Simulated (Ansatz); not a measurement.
A CCSD(T) single point on GaH5O2SSi (`[OH][Ga]([SH])[O][SiH3]`).

```yaml
crystal:
  periodic: [false, false, false]
  atoms:
    - {symbol: O, position_ang: [-1.960950, 0.121119, 1.348527]}
    - {symbol: Ga, position_ang: [-0.425090, -0.720135, 1.063822]}
    - {symbol: S, position_ang: [0.188732, -2.380891, 2.321737]}
    - {symbol: O, position_ang: [0.632160, -0.200944, -0.269937]}
    - {symbol: Si, position_ang: [0.600597, 0.946137, -1.429829]}
    - {symbol: H, position_ang: [-2.123172, 0.837180, 0.729130]}
    - {symbol: H, position_ang: [1.328200, -2.536308, 1.625201]}
    - {symbol: H, position_ang: [1.765295, 1.856924, -1.280516]}
    - {symbol: H, position_ang: [-0.648156, 1.761903, -1.333668]}
    - {symbol: H, position_ang: [0.642385, 0.315014, -2.774467]}
basis:
  gaussian: {orbitals: def2-SVP}
correlation: {method: ccsd_t}
```

```sh
$ ansatz run in.yaml --threads 4 --pin off --events-out ev --progress --plain --max-ram 10444MiB
```

The program prints (abridged):

```
Functional definition: HF
1158 factors; integrals over basis functions are off by at most 1.2e-3 eV
mean field evaluation 1: about -75150.3956 eV, gradient 4.9e1 eV
mean field evaluation 2: about -75150.3997 eV, gradient 4.9e1 eV
mean field evaluation 4: about -75155.2984 eV, gradient 3.3e0 eV
mean field evaluation 8: about -75155.3435 eV, gradient 9.6e-2 eV
mean field evaluation 16: about -75155.3344 eV, gradient 1.0e0 eV
mean field -75155.34353256 eV, -2761.9079327002 hartree, gradient 2.6e-6 eV, S^2 0.000000; 0 other end points of the search recorded, 0 dependent functions left out
21 core orbitals not correlated: weight in the atoms' cores, before any rotation towards them, 1.000 or more for the frozen orbitals, at most 0.000 for the correlated occupied ones
reference -75155.34353256 eV, -2761.9079327002 hartree; 20, 20 occupied and 80, 80 virtual orbitals, 1158 factors
second order -22.12324277 eV of doubles, -0.00000000 eV of singles
cycle   1  -22.15084954 eV  change   -2.8e-2 eV  update   1.3e-1
cycle   2  -22.83875149 eV  change   -6.9e-1 eV  update   3.8e-2
cycle   3  -22.99727131 eV  change   -1.6e-1 eV  update   2.0e-2
cycle   4  -22.98413529 eV  change    1.3e-2 eV  update   4.4e-3
cycle   5  -22.98228034 eV  change    1.9e-3 eV  update   2.0e-3
cycle   6  -22.98250668 eV  change   -2.3e-4 eV  update   5.6e-4
cycle   7  -22.98221606 eV  change    2.9e-4 eV  update   2.2e-4
cycle   8  -22.98216706 eV  change    4.9e-5 eV  update   6.1e-5
cycle   9  -22.98219002 eV  change   -2.3e-5 eV  update   2.3e-5
perturbative correction -0.61721937 eV, -0.0226823934 hartree
Total energy: -75178.94294195 eV, -2762.7751949989 hartree
```

Run time 10 s (4 threads of an Arm Neoverse V1 on a shared host); peak host memory 0.62 GiB.

MP2 recovers 93.7 % of the CCSD(T) correlation energy and the triples give 2.6 %; T1 = 0.0137.
